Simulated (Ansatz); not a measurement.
## Worked example: C2H2F4 + CH3I → C2H2F3I + CH3F

Gas-phase species: C2H2F4 (norflurane) `FCC(F)(F)F`, singlet; CH3I (methyl iodide) `CI`, singlet; C2H2F3I (1,1,1-trifluoro-2-iodoethane) `FC(F)(F)CI`, singlet; CH3F (fluoromethane) `CF`, singlet. The partners trade F for I; both sit on C, so the bond types are kept.

Shapes, held fixed at every level: PBE0-D4/def2-TZVP. Programs: Ansatz 0.2.0. The zero-point and thermal change to 298 K, harmonic and unscaled (PBE0-D4/def2-TZVP), is +0.3 kJ/mol.

At CCSD(T)/def2-TZVPP; 1 Eh = 2625.50 kJ/mol:

| species | energy (Eh) |
| --- | --- |
| C2H2F4 | -476.241190 |
| CH3I | -336.975382 |
| C2H2F3I | -673.650271 |
| CH3F | -139.564071 |

Problem. Work out ΔH(298 K) of the reaction at this level.

Solution. 
1. Products less reactants: (-673.650271) + (-139.564071) − [(-476.241190) + (-336.975382)] = 0.002230 Eh = +5.9 kJ/mol.
2. With the thermal change: +5.9 + (+0.3) = +6.2 kJ/mol.

Other levels give +3.6 (MP2/def2-TZVPP) to +15.5 kJ/mol (HF/def2-TZVPP). No measured value is set beside it here. For atoms past krypton def2 sets carry core potentials with scalar relativity. Outer-core shells of I are correlated, in sets that cover them unevenly.
